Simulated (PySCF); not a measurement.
# UHF on Pd (palladium, neutral)

Configuration: [Kr] 4d10, closed-shell 1S. Computed with PySCF 2.14 in aug-cc-pwCVTZ-DK with one added diffuse shell each of s, p, d, f, g type (12s11p9d5f4g, 161 functions), with the spin-free X2C one-electron Hamiltonian (Gaussian nucleus).

| Property | Result |
| --- | --- |
| Total energy | -5042.588438 hartree |
| One-electron energy | -6963.1350 hartree |
| Hartree (Coulomb) energy | 2063.5575 hartree |
| Exchange energy | -143.0109 hartree |
| ⟨S²⟩ | 0.0000 |
| ⟨L²⟩ | 0.000 |
| Sum of ⟨r⟩ | 31.38 bohr |
| Sum of ⟨r²⟩ | 42.97 bohr² |
| Langevin diamagnetic susceptibility | -34.0 ×10⁻⁶ cm³/mol |

| shell | electrons | mean orbital energy (eV) | rms radius, mean of both spins (bohr) |
| --- | --- | --- | --- |
| 1s | 2 | -24471.9 | 0.0366 |
| 2s | 2 | -3656.4 | 0.150 |
| 2p | 6 | -3272.9 | 0.133 |
| 3s | 2 | -694.70 | 0.403 |
| 3p | 6 | -565.12 | 0.406 |
| 3d | 10 | -359.05 | 0.389 |
| 4s | 2 | -104.49 | 1.02 |
| 4p | 6 | -65.367 | 1.13 |
| 4d | 10 | -8.921 | 1.74 |

Densities and radii are taken from the X2C orbitals without a picture-change correction, which distorts them close to the nucleus.

Spin-orbit constants ζ (cm⁻¹) from the X2C one-electron operator on these orbitals: bare nucleus, nucleus screened by l(l+1)(2l+1)/3 electrons, and screened by the Breit-Pauli mean field of the electrons.

```json
{"shell": "2p", "bare": "861800", "screened nucleus": "824300", "mean field": "n/a"}
{"shell": "3p", "bare": "152100", "screened nucleus": "145500", "mean field": "n/a"}
{"shell": "3d", "bare": "22250", "screened nucleus": "17410", "mean field": "n/a"}
{"shell": "4p", "bare": "22320", "screened nucleus": "21350", "mean field": "n/a"}
{"shell": "4d", "bare": "1717", "screened nucleus": "1344", "mean field": "n/a"}
```
